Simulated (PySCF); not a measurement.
Delta-SCF ions had no search for a lower state. Excitations are Tamm–Dancoff values on a coarser integration grid. The basis has no diffuse functions, so Rydberg states are missing or too high.

Cartesian coordinates (Å):
```xyz
23

C      3.2257    -0.6089    -0.4314
C      1.7500    -0.4044    -0.2403
C      0.8104    -1.3826    -0.2122
Si    -0.8553    -0.5686     0.0527
C     -1.6988    -1.0302     1.6759
C     -2.0594    -0.7717    -1.3854
C     -0.0866     1.1636     0.1085
C     -0.7683     2.4828     0.3001
C      1.2432     0.9889    -0.0629
H      3.4790    -1.6719    -0.5510
H      3.7911    -0.2098     0.4290
H      3.5850    -0.0621    -1.3209
H      1.0810    -2.4346    -0.3329
H     -2.0371    -2.0793     1.6635
H     -2.5819    -0.3941     1.8537
H     -1.0068    -0.9034     2.5230
H     -2.4061    -1.8148    -1.4688
H     -1.5792    -0.4931    -2.3363
H     -2.9471    -0.1323    -1.2468
H     -0.0583     3.3264     0.2877
H     -1.5222     2.6624    -0.4871
H     -1.3166     2.5150     1.2587
H      1.9584     1.8228    -0.0768
```
Charge 0, spin multiplicity 1.

Give the S1 oscillator strength, total energy, S1 excitation (TDA), HOMO, T1 excitation (TDA), vertical ionisation energy (Delta-SCF), S1–T1 gap (TDA) and HOMO–LUMO gap at the level ωB97X-D3(BJ)/def2-TZVP // B3LYP-D3(BJ)/def2-SVP (PySCF).


The S1 oscillator strength is 0.102 and the total energy comes out as -16411.42 eV. The S1 excitation (TDA) is 4.75 eV and the HOMO comes out as -8.37 eV. The T1 excitation (TDA) is 2.84 eV. The vertical ionisation energy (Delta-SCF) is 7.93 eV, the S1–T1 gap (TDA) is 1.91 eV and the HOMO–LUMO gap comes out as 9.50 eV.
